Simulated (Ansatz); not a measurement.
Geometry optimisation, Ansatz 0.2.0, DFT PBE, scalar-relativistic, plane waves, PAW.

Input:

```yaml
accuracy: low
crystal:
  lattice:
    - [0.0, 5.43, 5.43]
    - [5.43, 0.0, 5.43]
    - [5.43, 5.43, 0.0]
  atoms:
    - { symbol: Si, position: [0.0, 0.0, 0.0] }
    - { symbol: Si, position: [0.125, 0.125, 0.125] }
    - { symbol: Si, position: [0.0, 0.0, 0.5] }
    - { symbol: Si, position: [0.125, 0.125, 0.625] }
    - { symbol: Si, position: [0.0, 0.5, 0.0] }
    - { symbol: Si, position: [0.125, 0.625, 0.125] }
    - { symbol: Si, position: [0.0, 0.5, 0.5] }
    - { symbol: Si, position: [0.125, 0.625, 0.625] }
    - { symbol: Si, position: [0.5, 0.0, 0.0] }
    - { symbol: Si, position: [0.625, 0.125, 0.125] }
    - { symbol: Si, position: [0.5, 0.0, 0.5] }
    - { symbol: Si, position: [0.625, 0.125, 0.625] }
    - { symbol: Si, position: [0.5, 0.5, 0.0] }
    - { symbol: Si, position: [0.625, 0.625, 0.125] }
    - { symbol: Si, position: [0.5, 0.5, 0.5] }
    - { symbol: Si, position: [0.625, 0.625, 0.625] }
    - { symbol: Al, position: [0.0650002, 0.3161591, 0.8064487], spin: 1.0 }
magnetization:
  spin_polarized: true
basis:
  ecutwfc: 420.0
kpoints:
  mp_grid: { grid: [2, 2, 2] }
hamiltonian:
  xc: pbe
  pseudopotentials: { kind: paw, azcp: { folder: soft_1 } }
scf:
  occupations: { method: fermi_dirac, width: 0.02 }
  lower_state_search: "off"
relax:
  f_tol: 0.08
  max_steps: 25
  adjacent_minimum: "off"
output:
  write_density: true
  write_potential: true
  elf: true
  volumetric_format: npy
```

Run as:

```bash
$ ansatz run input.yaml --threads 1 --pin off --max-ram 3072MiB --backend cpu --events-out ev --progress --plain --runs-dir out
```

**Question.** Where does it end, and by what steps?

**Answer.** It converged. The force dipped under the threshold on the way, but the program's further checks kept it going. Limits of this set-up: coarse k mesh, low accuracy level. After 9 steps the energy has fallen by 2.065 eV; Al17 moved furthest, 1.09 Å. Joined: Si9–Al17 (3.54 → 2.73 Å), Si11–Al17 (3.51 → 2.73 Å), Si12–Al17 (3.51 → 2.44 Å), Si15–Al17 (3.50 → 2.73 Å).

```csv
step,energy less start (eV),largest force component (eV/Å),accepted
0,0.0000,2.857,yes
1,-0.9525,1.174,yes
2,-1.2687,0.162,yes
3,-1.3580,0.356,yes
4,-1.4849,0.426,yes
5,-1.6187,0.380,yes
6,-1.8426,0.268,yes
7,-2.0158,0.204,yes
8,-2.0651,0.026,yes
9,-2.0651,0.026,yes
```

```xyz
17
Lattice="0.0000 5.4300 5.4300 5.4300 0.0000 5.4300 5.4300 5.4300 0.0000" Properties=species:S:1:pos:R:3
Si 0.040 -0.042 -0.057
Si 1.444 1.362 1.273
Si 2.752 2.676 -0.036
Si 4.066 3.985 1.273
Si 2.773 -0.042 2.676
Si 4.094 1.334 4.052
Si 5.470 2.655 2.676
Si 6.874 3.985 4.080
Si 0.039 2.688 2.677
Si 1.410 4.018 4.045
Si 2.740 5.389 2.677
Si 4.064 6.794 4.082
Si 2.750 2.678 5.396
Si 4.101 4.018 6.736
Si 5.469 5.389 5.407
Si 6.840 6.757 6.736
Al 5.470 5.388 2.676
```

The run took 3.7 min on 1 thread of Arm Neoverse V2 (shared host), peak memory 0.65 GiB.
